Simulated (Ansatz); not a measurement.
Molecule: C3H2F3, net charge 0, doublet state. It need not be the lowest isomer of its formula. 
Structure (B3LYP-D3(BJ)/def2-TZVP (Ansatz, a program for electronic structure) minimum search):
SMILES: C=[C]C(F)(F)F
```xyz
8

C      2.2074    -0.0023    -0.1464
C      1.0345     0.4971     0.1089
C     -0.3688     0.0496     0.0420
F     -0.9595     0.0930     1.2503
F     -0.4658    -1.2253    -0.4059
F     -1.0940     0.8199    -0.7895
H      3.1195     0.5671    -0.0036
H      2.3160    -1.0220    -0.5170
```
Charge 0, spin multiplicity 2.

Basis-set convergence of Hartree-Fock and CCSD(T) correlation energies (hartree) with Ansatz. Cores are frozen in the correlated levels unless marked. UHF or UKS for open shells. No spin-orbit coupling. Non-relativistic.

The UHF reference is spin-contaminated (<S^2> 0.20 over the pure value in the largest basis). 

```tsv
basis	functions	E(HF)	E(corr, CCSD(T))
cc-pVDZ	94	-413.03209	-0.96796
cc-pVTZ	208	-413.16619	-1.24726
cc-pVQZ	390	-413.19760	-1.34371
```

Extrapolating the two largest sets (X = 3 and 4) as X^-3: E(corr) = (64·(-1.34371) - 27·(-1.24726))/37 = -1.4141 Eh, an estimate of the basis-set limit. The largest set recovers 95.0 % of it, the smallest 68.5 %.
